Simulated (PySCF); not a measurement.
Assignment exercise: C₅H₁₅NSi₂

Atom-mapped SMILES (the numbers label the heavy atoms): `[CH3:1][SiH2:2]/[CH:3]=[CH:4]\[SiH2:5][N:6]([CH3:7])[CH3:8]`. Hydrogens are named by the atom that carries them.

- PBE0-D3(BJ)/def2-SVP structure
- σ from GIAO-PBE0/pcSseg-1
- program: PySCF 2.14
- no solvent model, averaged over atoms made equivalent by symmetry, fast rotation or ring inversion, one conformer, relativity neglected

Referencing at the same level of theory: TMS for ¹³C and ¹H.

Problem. Assign these signals to the numbered atoms. ¹³C{¹H} NMR (computed): δ 163.8, 157.3, 39.8, -6.6.

Solution. 
| δ (ppm) | atoms | environment | reason |
| --- | --- | --- | --- |
| 163.8 | C3 | alkene CH | an sp2 carbon of a C=C bond |
| 157.3 | C4 | alkene CH | – |
| 39.8 | C7/C8 | methyl carbon bonded to N | deshielded by the electronegative neighbour |
| -6.6 | C1 | methyl carbon bonded to Si | an electropositive neighbour leaves it electron-rich and shielded |

Problem. Assign these signals to the numbered atoms. ¹H NMR (300 MHz, computed): δ 7.45 (m, 1H), 7.10 (m, 1H), 4.76 (d, 2H), 4.30 (m, 2H), 2.43 (s, 6H), 0.20 (t, 3H).

Solution. 
7.45 → H(C3), hydrogen on an alkene CH: a vinylic proton, deshielded by the sp2 carbon and the C=C anisotropy
7.10 → H(C4), hydrogen on an alkene CH
4.76 → H(Si5), hydrogen on a silicon bonded to C, N
4.30 → H(Si2), hydrogen on a silicon bonded to 2 C
2.43 → H(C7)/H(C8), hydrogen on a methyl carbon bonded to N: its carbon carries N, an electronegative neighbour
0.20 → H(C1), hydrogen on a methyl carbon bonded to Si: an electropositive neighbour shields it, as in TMS itself

Shifts are as computed. Against solution values, carbons near 30 ppm lie about +2 ppm off and those near 130 ppm about +5 ppm. Of 1211 compounds with measured shifts, 218 miss one by over three times the rms of a fit or turn the order of signals round; such compounds aren't used in these exercises. No couplings were computed; multiplicities are counted from neighbouring protons, with m where these are inequivalent, close in shift, in a saturated or five-membered ring or joined by F or P, and br s for small geminal =CH2 splittings.
